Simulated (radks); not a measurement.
Coulomb parameter of the 4d shell of neutral niobium in the model configuration [Kr] 4d2.5 5s1 5p1.5, as a second difference U = [E(n + 0.25) + E(n - 0.25) - 2 E(n)] / (0.25)^2 with all orbitals relaxed. "Bare": the charge of the atom changes with n. "Screened": the 5p shell takes up the change at fixed total charge, which measures U(4d,4d) + U(5p,5p) - 2 U(4d,5p). Method: Dirac Kohn-Sham, PBE, spin-unpolarised, spherical densities, point nucleus; open shells are shared between the two j in proportion to 2j + 1; computed with a radial shooting solver on a logarithmic mesh with Libxc functionals.

[
 {"case": "start", "configuration": "[Kr] 4d2.5 5s1 5p1.5", "E - E(n) (eV)": "0.000"},
 {"case": "bare +0.25", "configuration": "[Kr] 4d2.75 5s1 5p1.5", "E - E(n) (eV)": "-1.569"},
 {"case": "bare -0.25", "configuration": "[Kr] 4d2.25 5s1 5p1.5", "E - E(n) (eV)": "2.076"},
 {"case": "screened +0.25", "configuration": "[Kr] 4d2.75 5s1 5p1.25", "E - E(n) (eV)": "-1.119"},
 {"case": "screened -0.25", "configuration": "[Kr] 4d2.25 5s1 5p1.75", "E - E(n) (eV)": "1.250"}
]

U(bare) = 8.113 eV, U(screened by 5p) = 2.104 eV, against the Slater integral F0(4d,4d) = 12.881 eV with frozen orbitals. The step up makes a negative ion, whose loosely bound charge lowers the bare value.
